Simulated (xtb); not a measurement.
B(Me)(OH)(SMe) (C₂H₇BOS), SMILES OB(C)SC. All values are semi-empirical tight-binding results from xtb (GFN2-xTB unless named), good for trends rather than for accurate numbers. Geometry: GFN2-xTB. Other conformers were not sampled.

The geometry has at least one imaginary mode, so it is a saddle point at that level.

```
Property                                              Result
---------------------------------------------  -------------
orbital gap                                          4.71 eV
static polarisability (D4 model)                  63.5 bohr³
solvation energy, GFN2-xTB/ALPB(water)         -4.1 kcal/mol
solvation energy, GFN2-xTB/ALPB(acetonitrile)  -6.9 kcal/mol
```
